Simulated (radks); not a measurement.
Values are calculated unless marked as measured or tabulated.
Task: Lu IV, 68 electrons, occupied as [Xe] 4f13 5d1 (not the ground configuration). Level of theory: scalar-relativistic Kohn-Sham, RPBE, spin-polarised, spherical densities, point nucleus; open shells are filled with parallel spins first (spin-orbit coupling, left out, can overturn this in heavy ions) (a radial shooting solver on a logarithmic mesh with Libxc functionals). Some entries of the table are withheld. Estimate them.

orbital  occ.  eigenvalue (eV)  <r> (bohr)  r(max) (bohr)
1s down     1        -63283.62     0.01932        0.01213
1s up       1        -63283.61     0.01932        0.01213
2s up       1        -10801.75     0.08183        0.06929
2s down     1        -10801.70     0.08182        0.06929
2p up       3        -9505.184     0.07292        0.05660
2p down     3        -9505.142     0.07292        0.05660
3s up       1        -2476.318      0.2126         0.1957
3s down     1        -2475.807      0.2126         0.1957
3p up       3        -2087.340      0.2123         0.1931
3p down     3        -2086.825      0.2123         0.1931
3d up       5        -1620.873      0.1925         0.1574
3d down     5        -1620.465      0.1925         0.1574
4s up       1        -521.9561      0.4774         0.4459
4s down     1        -520.9342      0.4774         0.4459
4p up       3        -394.1768      0.5070         0.4669
4p down     3        -393.1810      0.5070         0.4669
4d up       5        -227.6077      0.5455         0.4803
4d down     5        -226.6250      0.5456         0.4803
5s up       1         -92.5672       1.150          1.034
5s down     1         -91.6721       1.149          1.033
5p up       3         -61.9737       1.341            (1)
5p down     3         -61.0095       1.340            (2)
4f up       7              (3)      0.6867         0.4654
4f down     6              (4)      0.6871         0.4656
5d up       1         -27.4269         (5)          1.586
5d down     0         -26.4921         (6)          1.584
6s up       0         -25.8996       2.830          2.578
6s down     0         -25.1918       2.803          2.592
6p up       0         -19.5033       3.396          3.149

Result: 
(1) 5p up r(max) (bohr): 1.175
(2) 5p down r(max) (bohr): 1.174
(3) 4f up eigenvalue (eV): -44.2831
(4) 4f down eigenvalue (eV): -43.2917
(5) 5d up <r> (bohr): 1.948
(6) 5d down <r> (bohr): 1.958
